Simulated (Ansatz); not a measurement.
Start from `[CH3][SnH2][SiH3]` and change one atom or group to get `[CH3][SnH3]`.

Ansatz, PBE0-D4/def2-TZVP geometries, multiplicity 1. 

Elements past krypton have def2 core potentials.

| property | `[CH3][SnH2][SiH3]` |
| --- | --- |
| HOMO energy (B3LYP/def2-TZVPP) / eV | -7.51 |
| HOMO–LUMO gap (B3LYP/def2-TZVPP) / eV | 7.26 |
| LUMO energy (B3LYP/def2-TZVPP) / eV | -0.25 |
| HOMO energy (PBE/def2-TZVPP) / eV | -6.67 |
| HOMO–LUMO gap (ωB97M-V/def2-TZVPP) / eV | 11.10 |
| size of the dipole moment (ωB97M-V/def2-TZVPP) / D | 0.68 |

Problem. Give the same properties after the change, and the shifts. (Estimate.)

Solution. Ansatz gave: 
```json
{"property": "HOMO energy (B3LYP/def2-TZVPP) / eV", "`[CH3][SnH3]`": "-8.19", "shift": "-0.68"}
{"property": "HOMO–LUMO gap (B3LYP/def2-TZVPP) / eV", "`[CH3][SnH3]`": "8.19", "shift": "0.93"}
{"property": "LUMO energy (B3LYP/def2-TZVPP) / eV", "`[CH3][SnH3]`": "0.00", "shift": "0.25"}
{"property": "HOMO energy (PBE/def2-TZVPP) / eV", "`[CH3][SnH3]`": "-7.23", "shift": "-0.56"}
{"property": "HOMO–LUMO gap (ωB97M-V/def2-TZVPP) / eV", "`[CH3][SnH3]`": "12.12", "shift": "1.02"}
{"property": "size of the dipole moment (ωB97M-V/def2-TZVPP) / D", "`[CH3][SnH3]`": "0.73", "shift": "0.05"}
```

With PBE0 the HOMO falls by 0.69 eV and the LUMO rises by 0.32 eV, so the gap widens by about 1.01 eV. PBE moves the HOMO by -0.56 eV and ωB97M-V by -0.87 eV. The zero-point energy changes by -47.4 kJ/mol with -9 modes. Dipoles are sizes alone; their direction can turn.

B3LYP here is the variant with VWN-RPA as its local correlation; programs differ in this.
